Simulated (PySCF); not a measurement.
Gas-phase reaction: Ge3H8 + 3 O2 = 3 GeO2 + 4 H2

Method: PySCF energies plus ideal-gas RRHO corrections (1 bar). † marks an energy on the PBE0/def2-TZVP geometry and frequencies; other levels use their own. CCSD(T) freezes the core. 6-31G* has spherical d functions here. Open shells (unrestricted): O2 (multiplicity 3); the rest are closed-shell singlets. B3LYP is the form with VWN-RPA correlation. Ge: all electrons, no relativistic terms. GeO2: computed as isolated molecules; such fragments, hydroxides, amides, oligomers or adducts are transient or little studied in the gas. CCSD(T) isn't extrapolated to the basis-set limit. The harmonic model lacks anharmonicity and excited electronic states, which grow with temperature; levels with a mode under 35 cm⁻¹ are left out. Internal rotation in Ge3H8 is treated as a harmonic vibration of one conformer, which makes the entropy rough. Warning, large T1 diagnostic: GeO2 (CCSD(T)/def2-SVP†).

| level | ΔE electronic, kJ | ΔH°(298 K), kJ | ΔS°(298 K), J/K | ΔG°(600 K), kJ |
|---|---|---|---|---|
| B3LYP/6-31G* | -214 | -237 | 257 | -395 |
| B3LYP/def2-TZVP† | -348 | -373 | 254 | -529 |
| BLYP/def2-TZVP† | -474 | -499 | 254 | -656 |
| CCSD(T)/def2-SVP† | -238 | -263 | 254 | -420 |
| PBE0/def2-QZVP† | -241 | -266 | 254 | -423 |
| PBE0/def2-TZVP | -226 | -251 | 254 | -407 |
| r2SCAN/def2-TZVP† | -302 | -327 | 254 | -484 |
| LDA/def2-TZVP† | -325 | -350 | 254 | -506 |
ΔH° is lowest at BLYP/def2-TZVP† and highest at B3LYP/6-31G*. No reference value is set beside these.
